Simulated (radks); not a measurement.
The numbers below are computed, except where a source is named.
Task: Neutral technetium, 43 electrons, occupied as [Kr] 4d5 5s2. Level of theory: scalar-relativistic Kohn-Sham, BLYP, spin-polarised, spherical densities, finite nucleus; open shells are filled with parallel spins first (spin-orbit coupling, left out, can overturn this in heavy ions); Fermi nuclear charge, rms radius 4.4112 fm (a radial shooting solver on a logarithmic mesh with Libxc functionals). Some entries of the table are withheld. Estimate them.

| orbital | occ. | eigenvalue (hartree) | <r> (bohr) |
|---|---|---|---|
| 1s down | 1 | -767.0006 | 0.03428 |
| 1s up | 1 | -767.0004 | 0.03428 |
| 2s up | 1 | -109.4170 | 0.1496 |
| 2s down | 1 | -109.3945 | 0.1496 |
| 2p up | 3 | -97.93637 | 0.1304 |
| 2p down | 3 | -97.91938 | 0.1303 |
| 3s up | 1 | -19.02956 | 0.4156 |
| 3s down | 1 | -19.01741 | 0.4155 |
| 3p up | 3 | -15.26326 | 0.4165 |
| 3p down | 3 | -15.24958 | 0.4165 |
| 3d up | 5 | -9.16644 | 0.3992 |
| 3d down | 5 | -9.14549 | 0.3990 |
| 4s up | 1 | -2.72200 | 1.059 |
| 4s down | 1 | -2.61231 | 1.055 |
| 4p up | 3 | -1.69481 | (1) |
| 4p down | 3 | -1.57859 | (2) |
| 4d up | 5 | (3) | (4) |
| 5s up | 1 | -0.19480 | 3.229 |
| 4d down | 0 | (5) | (6) |
| 5s down | 1 | -0.15954 | 3.474 |

Result: 
(1) 4p up <r> (bohr): 1.174
(2) 4p down <r> (bohr): 1.172
(3) 4d up eigenvalue (hartree): -0.27426
(4) 4d up <r> (bohr): 1.697
(5) 4d down eigenvalue (hartree): -0.16924
(6) 4d down <r> (bohr): 1.825
